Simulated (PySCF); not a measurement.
Structure with atom numbers: `[CH2:1]=[C:2]1[O:3][SiH2:4][C@@H:5]([CH:6]([F:7])[F:8])[O:9]1` (H(Xn): hydrogen on atom n). Ha(Si4) is cis to C6 on the ring; Ha(C1) is cis to O3; Hb(Si4) is trans to C6 on the ring; Hb(C1) is trans to O3.

No solvent model, a single conformation, non-relativistic Hamiltonian. Geometry from GFN2-xTB; PBE0/pcSseg-1 with gauge-including orbitals; PySCF 2.14.

Referencing at the same level of theory: TMS for 13C (σref 186.93) and 1H (σref 31.72) and 29Si (σref 349.16); 17O (σref 336.08) against H2O; 19F (σref 170.95) against CFCl3.

```json
{"atoms": "F8", "nucleus": "19F", "count": "1", "δ (ppm)": "-144.4"}
{"atoms": "O9", "nucleus": "17O", "count": "1", "δ (ppm)": "?"}
{"atoms": "F7", "nucleus": "19F", "count": "1", "δ (ppm)": "-137.9"}
{"atoms": "Si4", "nucleus": "29Si", "count": "1", "δ (ppm)": "?"}
{"atoms": "H(C5)", "nucleus": "1H", "count": "1", "δ (ppm)": "?"}
{"atoms": "H(C6)", "nucleus": "1H", "count": "1", "δ (ppm)": "6.45"}
{"atoms": "C6", "nucleus": "13C", "count": "1", "δ (ppm)": "122.8"}
{"atoms": "C5", "nucleus": "13C", "count": "1", "δ (ppm)": "74.4"}
{"atoms": "Hb(C1)", "nucleus": "1H", "count": "1", "δ (ppm)": "3.70"}
{"atoms": "C1", "nucleus": "13C", "count": "1", "δ (ppm)": "?"}
{"atoms": "C2", "nucleus": "13C", "count": "1", "δ (ppm)": "172.0"}
{"atoms": "O3", "nucleus": "17O", "count": "1", "δ (ppm)": "111.6"}
{"atoms": "Ha(Si4)", "nucleus": "1H", "count": "1", "δ (ppm)": "5.32"}
{"atoms": "Hb(Si4)", "nucleus": "1H", "count": "1", "δ (ppm)": "5.06"}
{"atoms": "Ha(C1)", "nucleus": "1H", "count": "1", "δ (ppm)": "?"}
```

Problem. Complete the table.

Solution. 
- C1: 66.7 ppm, β carbon of an enol-ether or enamine type C=C; the O or N lone pair pushes π density onto this β carbon and shields it
- H(C5): 4.26 ppm, hydrogen on an sp3 CH bonded to O and Si; its carbon carries O, an electronegative neighbour
- Ha(C1): 3.73 ppm, hydrogen on a β carbon of an enol-ether or enamine type C=C; lone-pair donation from O or N shields it, upfield of ordinary alkene protons
- O9: 130.1 ppm, ether oxygen
- Si4: -13.3 ppm, silicon bonded to C, O, 2 H, in a 5-membered ring

Shifts are as computed. Against solution values, carbons near 30 ppm lie about +3 ppm off and those near 130 ppm about +5 ppm. Of 1309 compounds with measured shifts, 239 miss one by over three times the rms of a fit or turn the order of signals round; such compounds aren't used in these exercises. Unscaled 19F shifts against computed CFCl3 carry errors that often reach 10 to 50 ppm. Experimental scales use liquid or dissolved standards, which lie at an offset from isolated H2O (liquid H2O: subtract about 36 ppm).
